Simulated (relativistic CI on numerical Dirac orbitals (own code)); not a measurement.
**Level scheme of Er XX**

Computed by Dirac-Coulomb-Breit CI, KLI orbitals optimised for each configuration, model QED, unscaled Slater integrals (own radial code, finite nucleus).

CI space (outside the closed core [Ar] 3d10): 4s²4p⁶4d¹⁰4f³, 4s²4p⁶4d¹⁰4f²5s, 4s²4p⁶4d¹⁰4f5s², 4s²4p⁶4d¹⁰4f²5p, 4s²4p⁶4d¹⁰4f5s5p, 4s²4p⁶4d⁹4f⁴, 4s²4p⁶4d¹⁰4f5p², 4s²4p⁶4d¹⁰4f5s5d, 4s²4p⁶4d¹⁰4f²5d, 4s²4p⁶4d¹⁰4f5p5d, 4s²4p⁶4d⁹4f²5s², 4s²4p⁵4d¹⁰4f⁴, 4s²4p⁶4d¹⁰4f²5f, 4s²4p⁶4d⁹4f³5s, 4s²4p⁶4d¹⁰4f5d², 4s²4p⁶4d¹⁰4f²6s, 4s²4p⁶4d⁹4f²5s5p, 4s²4p⁶4d¹⁰4f²6p, 4s²4p⁶4d⁹4f²5p², 4s²4p⁶4d¹⁰4f²5g, 4s²4p⁶4d¹⁰4f²6d, 4s4p⁶4d¹⁰4f⁴, 4s²4p⁶4d¹⁰4f²6f, 4s²4p⁶4d¹⁰4f²7s, 4s²4p⁵4d¹⁰4f²5s², 4s²4p⁶4d⁸4f³5s², 4s²4p⁶4d¹⁰4f²7p, 4s²4p⁵4d¹⁰4f²5s5p, 4s²4p⁵4d¹⁰4f³5s, 4s4p⁶4d¹⁰4f²5s². Levels of other configurations are missing.

The lowest level is 4s²4p⁶4d¹⁰4f³ ⁴I°9/2, with 91 % of that term; Hund's rules for 4s²4p⁶4d¹⁰4f³ give ⁴I° with J = 9/2, in agreement.

```tsv
No.	Configuration	Term	J	E (eV)	%	Next component (%)	Landé g	Lifetime (s)
1	4s²4p⁶4d¹⁰4f³	⁴I°	9/2	0.0000	91	8 ²H°	0.742	
2	4s²4p⁶4d¹⁰4f³	⁴I°	11/2	1.1268	97	3 ²H°	0.966	3.33e-02
3	4s²4p⁶4d¹⁰4f³	⁴I°	13/2	2.2107	98	2 ²K°	1.103	3.22e-02
4	4s²4p⁶4d¹⁰4f³	⁴I°	15/2	3.2434	94	6 ²K°	1.190	5.57e-02
5	4s²4p⁶4d¹⁰4f³	⁴F°	3/2	3.5966	82	14 ²D°	0.496	
6	4s²4p⁶4d¹⁰4f³	²H°	9/2	3.9124	51	28 ²G°	1.003	1.19e-02
7	4s²4p⁶4d¹⁰4f³	⁴F°	5/2	4.3002	93	6 ²D°	1.033	1.51e-01
8	4s²4p⁶4d¹⁰4f³	⁴F°	7/2	4.7101	71	26 ²G°	1.140	1.86e-01
9	4s²4p⁶4d¹⁰4f³	⁴S°	3/2	4.7523	81	14 ²P°	1.829	2.38e-01
10	4s²4p⁶4d¹⁰4f³	⁴F°	9/2	5.4800	68	24 ²H°	1.206	1.78e-02
11	4s²4p⁶4d¹⁰4f³	⁴G°	5/2	5.5041	95	4 ²F°	0.586	3.84e-01
12	4s²4p⁶4d¹⁰4f³	²H°	11/2	5.7321	86	10 ⁴G°	1.103	1.21e-02
13	4s²4p⁶4d¹⁰4f³	⁴G°	7/2	5.7725	46	34 ²G°	1.002	3.07e-02
14	4s²4p⁶4d¹⁰4f³	²K°	13/2	6.2399	96	2 ²I°	0.938	1.11e-02
15	4s²4p⁶4d¹⁰4f³	⁴G°	7/2	6.6428	51	40 ²G°	0.966	2.19e-02
16	4s²4p⁶4d¹⁰4f³	⁴G°	9/2	6.9643	85	9 ²H°	1.149	1.73e-02
17	4s²4p⁶4d¹⁰4f³	²D°	3/2	6.9959	42	30 ²P°	1.095	8.02e-03
18	4s²4p⁶4d¹⁰4f³	²K°	15/2	7.2212	78	17 ²L°	1.051	8.79e-03
19	4s²4p⁶4d¹⁰4f³	²P°	1/2	7.6667	82	18 ⁴D°	0.543	1.89e-02
20	4s²4p⁶4d¹⁰4f³	⁴G°	11/2	7.8571	79	20 ²H°	1.232	3.26e-02
21	4s²4p⁶4d¹⁰4f³	²G°	9/2	7.8986	61	19 ⁴F°	1.134	8.62e-03
22	4s²4p⁶4d¹⁰4f³	²D°	5/2	8.0797	93	6 ⁴F°	1.188	1.34e-02
23	4s²4p⁶4d¹⁰4f³	⁴D°	5/2	9.0229	64	29 ²D°	1.284	1.79e-02
24	4s²4p⁶4d¹⁰4f³	⁴D°	3/2	9.0487	65	30 ²D°	1.086	6.23e-02
25	4s²4p⁶4d¹⁰4f³	²I°	11/2	9.2245	76	18 ²H°	0.972	1.96e-02
26	4s²4p⁶4d¹⁰4f³	²P°	3/2	9.4724	45	44 ²D°	1.087	5.64e-03
27	4s²4p⁶4d¹⁰4f³	⁴D°	1/2	9.6568	82	18 ²P°	0.116	4.22e-02
28	4s²4p⁶4d¹⁰4f³	²L°	15/2	9.7854	83	16 ²K°	0.961	1.06e-02
29	4s²4p⁶4d¹⁰4f³	²I°	13/2	10.0606	97	3 ²K°	1.071	1.96e-02
30	4s²4p⁶4d¹⁰4f³	²L°	17/2	10.3575	100		1.057	2.61e-02
31	4s²4p⁶4d¹⁰4f³	⁴D°	7/2	10.3726	96	3 ²F°	1.416	3.39e-02
32	4s²4p⁶4d¹⁰4f³	²H°	9/2	10.6135	94	4 ²G°	0.920	1.20e-02
33	4s²4p⁶4d¹⁰4f³	²D°	3/2	11.3493	69	26 ⁴D°	0.928	7.43e-03
34	4s²4p⁶4d¹⁰4f³	²F°	5/2	11.5638	38	30 ⁴D°	1.107	4.60e-03
35	4s²4p⁶4d¹⁰4f³	²H°	11/2	11.5956	74	22 ²I°	1.060	6.95e-03
36	4s²4p⁶4d¹⁰4f³	²F°	5/2	13.1530	51	43 ²D°	1.019	3.42e-03
37	4s²4p⁶4d¹⁰4f³	²F°	7/2	13.4506	93	3 ⁴D°	1.144	3.96e-03
38	4s²4p⁶4d¹⁰4f³	²G°	9/2	15.2223	97	2 ²H°	1.105	8.94e-03
39	4s²4p⁶4d¹⁰4f³	²G°	7/2	15.6513	96	4 ²F°	0.897	1.25e-02
40	4s²4p⁶4d¹⁰4f³	²F°	7/2	21.4092	97	2 ²G°	1.136	2.00e-03
41	4s²4p⁶4d¹⁰4f³	²F°	5/2	21.9566	100		0.855	2.75e-03
42	4s²4p⁶4d¹⁰4f²5s	⁴H	7/2	43.9521	94	6 ²G	0.678	1.71e-05
43	4s²4p⁶4d¹⁰4f²5s	⁴H	9/2	44.4608	76	17 ²H	0.968	1.87e-05
44	4s²4p⁶4d¹⁰4f²5s	⁴H	11/2	45.6389	93	7 ²H	1.128	1.55e-05
45	4s²4p⁶4d¹⁰4f²5s	⁴F	3/2	45.7029	94	6 ²D	0.420	1.05e-05
46	4s²4p⁶4d¹⁰4f²5s	⁴F	5/2	46.0871	85	10 ²F	1.020	6.26e-06
47	4s²4p⁶4d¹⁰4f²5s	²H	9/2	46.3061	63	23 ⁴H	0.958	1.21e-05
48	4s²4p⁶4d¹⁰4f²5s	⁴F	7/2	46.8125	91	7 ²G	1.205	5.57e-06
49	4s²4p⁶4d¹⁰4f²5s	⁴H	13/2	46.8315	98	1 ²I	1.227	1.13e-05
50	4s²4p⁶4d¹⁰4f²5s	⁴F	9/2	47.0696	58	26 ²G	1.205	6.50e-06
51	4s²4p⁶4d¹⁰4f²5s	²G	7/2	47.6867	60	31 ²F	0.971	8.23e-06
52	4s²4p⁶4d¹⁰4f²5s	²F	5/2	47.8014	83	13 ⁴F	0.891	1.14e-05
53	4s²4p⁶4d¹⁰4f²5s	²H	11/2	48.1310	91	7 ⁴H	1.088	8.34e-06
54	4s²4p⁶4d¹⁰4f²5s	²G	9/2	48.9304	58	37 ⁴F	1.185	8.02e-06
55	4s²4p⁶4d¹⁰4f²5s	²F	7/2	49.6412	68	26 ²G	1.075	5.78e-06
56	4s²4p⁶4d¹⁰4f²5s	²D	5/2	50.5716	62	30 ⁴P	1.296	2.73e-06
57	4s²4p⁶4d¹⁰4f²5s	²D	3/2	50.7290	75	11 ⁴P	0.925	1.10e-05
58	4s²4p⁶4d¹⁰4f²5s	⁴P	1/2	51.2330	95	2 ²S	2.606	4.60e-06
59	4s²4p⁶4d¹⁰4f²5s	⁴P	3/2	51.7958	87	7 ²D	1.641	2.46e-06
60	4s²4p⁶4d¹⁰4f²5s	²I	13/2	52.0544	98	1 ⁴H	1.077	3.81e-06
61	4s²4p⁶4d¹⁰4f²5s	²I	11/2	52.0883	97	2 ²H	0.925	3.41e-06
62	4s²4p⁶4d¹⁰4f²5s	⁴P	5/2	52.7865	69	29 ²D	1.472	1.75e-06
63	4s²4p⁶4d¹⁰4f²5s	²P	1/2	52.9429	96	3 ⁴P	0.732	2.76e-06
64	4s²4p⁶4d¹⁰4f²5s	²P	3/2	53.8664	85	12 ²D	1.273	2.06e-06
65	4s²4p⁶4d¹⁰4f²5s	²S	1/2	61.3757	96	2 ⁴P	1.996	7.10e-07
66	4s²4p⁶4d¹⁰4f²5p	⁴I°	9/2	76.4370	60	31 ²H°	0.809	1.05e-10
67	4s²4p⁶4d¹⁰4f²5p	⁴H°	7/2	77.2522	48	35 ²G°	0.801	1.02e-10
68	4s²4p⁶4d¹⁰4f²5p	⁴H°	9/2	78.4273	39	27 ⁴G°	1.045	1.04e-10
69	4s²4p⁶4d¹⁰4f²5p	⁴I°	11/2	78.4402	51	19 ⁴H°	1.007	1.01e-10
70	4s²4p⁶4d¹⁰4f²5p	⁴G°	5/2	78.5029	72	23 ²F°	0.662	1.01e-10
```

Energies count from the lowest computed level; ° marks odd parity; lifetimes are radiative, by E1, M1, E2, M2 decay to levels of this space only; some are left blank where a channel outside the calculation adds to the decay or the decay crosses a small, uncertain gap.

The mean weight of the leading LS term, summed over parents, in these 70 levels is 78 %, and that of the leading jj configuration (from the same eigenvectors) 73 %.

At this charge transitions that keep the count of f electrons are usually good to a few per cent. Terms inside the open d or f shell come out 10 to 20 % too wide with unscaled integrals. Levels that differ in their count of f electrons can be misplaced by several ten thousand cm⁻¹, since the correlation energy of f electrons is missing or only estimated; rates across such gaps can be off by orders of magnitude.

Landé's interval rule says that E(J) − E(J−1) = AJ with one A. For the ground term the intervals give A = 1652.4, 1345.0, 1110.5 cm⁻¹ for J = 11/2, 13/2, 15/2; the multiplet is regular.

LS names give the leading component of a level, which can be under half, so a name can repeat, a term be missing and a line seem to break the LS rules.
